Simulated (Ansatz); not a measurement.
Relaxation of Cl2H4InOSi (9 atoms, charge 0, multiplicity 2), to a largest force component of 0.03 eV/Å in at most 50 steps.

All numbers below come from UKS PBE/def2-SVP in Ansatz 0.2.0.

```xyz
9
Properties=species:S:1:pos:R:3
In 0.067 -0.127 -0.264
Cl 0.064 -0.222 2.161
Cl 2.086 0.198 -1.429
O -1.637 -0.303 -1.328
H -2.384 -0.460 -0.713
Si -0.008 -0.006 5.478
H -0.769 -1.196 5.993
H 1.429 -0.020 5.916
H -0.691 1.288 5.817
```

Problem. Where does it end, and by what steps?

Solution. The forces met the threshold. After 48 steps the energy has fallen by 1.227 eV; Cl3 moved furthest, 2.83 Å. Joined: Cl2–Si6 (3.32 → 2.13 Å).

```tsv
step	energy less start (eV)	largest force component (eV/Å)	accepted
0	0.0000	0.343	yes
2	-0.1509	1.528	yes
4	-0.6183	1.611	yes
6	-0.9472	0.276	yes
8	-0.9724	0.294	no
10	-0.9904	0.047	yes
12	-0.9930	0.052	yes
14	-0.9969	0.228	yes
16	-1.0047	0.206	yes
18	-1.0103	0.099	yes
20	-1.0114	0.133	yes
22	-1.0169	0.139	yes
24	-1.0272	0.207	yes
26	-1.0542	0.152	yes
28	-1.0775	0.140	yes
30	-1.1052	0.168	yes
32	-1.1437	0.088	yes
34	-1.1698	0.229	yes
36	-1.1824	0.220	yes
38	-1.1985	0.342	yes
40	-1.2166	0.172	yes
42	-1.2223	0.054	yes
44	-1.2247	0.048	yes
46	-1.2259	0.056	yes
48	-1.2267	0.024	yes
```

```xyz
9
Properties=species:S:1:pos:R:3
In 0.028 -0.726 0.281
Cl -0.953 -1.380 3.083
Cl 1.691 0.727 1.326
O -1.573 0.333 -0.477
H -2.223 -0.287 -0.867
Si 0.146 -0.067 4.351
H -0.434 -0.325 5.711
H 1.587 -0.460 4.306
H -0.112 1.339 3.918
```

The run took 2 min on 4 threads of Arm Neoverse V1, on a shared host, peak memory 0.21 GiB.
